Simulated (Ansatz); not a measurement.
Basis-set series for `CBBC`. Total charge 0; spin multiplicity 1. All single points use the PBE0-D4/def2-TZVP geometry. It is one conformer, not always the lowest.

Cartesian coordinates in Å:
```
C -0.2984 -0.6275 1.8529
B -0.1873 -0.9561 0.3276
B -0.4365 0.0867 -0.9266
C 0.6121 1.0646 -1.5518
H -0.7708 0.3220 2.1093
H -0.7644 -1.4339 2.4265
H 0.7404 -0.5844 2.2163
H 0.1371 -2.0869 0.0488
H -1.5473 0.1217 -1.4026
H 0.3228 2.0658 -1.1953
H 1.6524 0.9063 -1.2634
H 0.5399 1.1219 -2.6418
```

```
functional       basis  functions  energy (Eh)  HOMO (eV)  LUMO (eV)
   PBE0-D4    def2-SVP         96   -130.42197      -7.47      -0.80
   PBE0-D4  def2-QZVPP        468   -130.57175      -7.53      -0.97
   ωB97M-V    def2-SVP         96   -130.49465      -9.72       1.22
   ωB97M-V  def2-QZVPP        468   -130.65536      -9.81       0.84
```

**Question.** Give the rows for def2-TZVPP. (Best estimate.)

**Answer.** Computed: 
| functional | basis | functions | energy (Eh) | HOMO (eV) | LUMO (eV) |
| --- | --- | --- | --- | --- | --- |
| PBE0-D4 | def2-TZVPP | 236 | -130.56364 | -7.52 | -0.94 |
| ωB97M-V | def2-TZVPP | 236 | -130.64753 | -9.80 | 0.94 |

Positive LUMOs are unbound and depend on the basis.
